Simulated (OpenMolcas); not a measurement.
V3+, Nb3+, Ta3+: d² down the group

* Program: OpenMolcas 26.06
* Method: SS-CASPT2, IPEA 0.25 Eh, imaginary shift 0.1 Eh
* Basis: ANO-RCC-VQZP
* Scalar Hamiltonian: DKH2, point nucleus
* Spin-orbit coupling: RASSI with atomic mean-field integrals over the reference wave functions, term energies averaged over their components

Active space for each ion: 2 electrons in 5 orbitals (d); closed shells correlated by CASPT2: V3+ 3s 3p; Nb3+ 4s 4p; Ta3+ 5s 5p.

Computed levels in cm-1 above ³F₂:

```json
{"Level": "³F₃", "V3+": "323", "Nb3+": "1067", "Ta3+": "4950"}
{"Level": "³F₄", "V3+": "738", "Nb3+": "2300", "Ta3+": "9170"}
{"Level": "¹D₂", "V3+": "10500", "Nb3+": "7880", "Ta3+": "10780"}
{"Level": "³P₀", "V3+": "13680", "Nb3+": "10310", "Ta3+": "11860"}
{"Level": "³P₁", "V3+": "13790", "Nb3+": "10730", "Ta3+": "14600"}
{"Level": "³P₂", "V3+": "14030", "Nb3+": "11600", "Ta3+": "18820"}
{"Level": "¹G₄", "V3+": "18620", "Nb3+": "14180", "Ta3+": "19150"}
{"Level": "¹S₀", "V3+": "42390", "Nb3+": "31690", "Ta3+": "36080"}
{"Level": "weight of ³F in the lowest level (%)", "V3+": "100", "Nb3+": "99", "Ta3+": "88"}
```

Mixed levels, with the weight of the term that names them: Ta3+ ¹D₂ (68 %).

Measured, with the error of the calculation in %. Measured levels: V3+ from Sugar and Corliss, J. Phys. Chem. Ref. Data 7, 1191 (1978).

```json
{"Level": "³F₃", "V3+": "325 (-0.8)"}
{"Level": "³F₄", "V3+": "735 (+0.4)"}
{"Level": "¹D₂", "V3+": "10959 (-4.2)"}
{"Level": "³P₁", "V3+": "13239 (+4.2)"}
{"Level": "³P₂", "V3+": "13458 (+4.2)"}
{"Level": "¹G₄", "V3+": "18391 (+1.2)"}
{"Level": "¹S₀", "V3+": "42462 (-0.2)"}
```

The fine-structure level ³F₄ changes by a factor of 12.4 from V3+ to Ta3+.

Without spin-orbit coupling ¹D lies 10080, 6620, 5100 cm-1 above ³F in that order; the difference to the level ¹D₂, of either sign, comes from spin-orbit coupling, which also lowers the zero.

CASPT2 breaks the degeneracy within a term, and the mean is taken; among the terms shown or strongly mixed into the levels shown the widest spread is 910 cm-1 (3d² ¹G, V3+). Measured partners are found by configuration, term and J. A level has none where our copy of the source lacks it or the pairing is in doubt (some pairs that miss far off the trend of their configuration count as doubtful), and it then counts in no deviation. Only configurations of the active space appear.
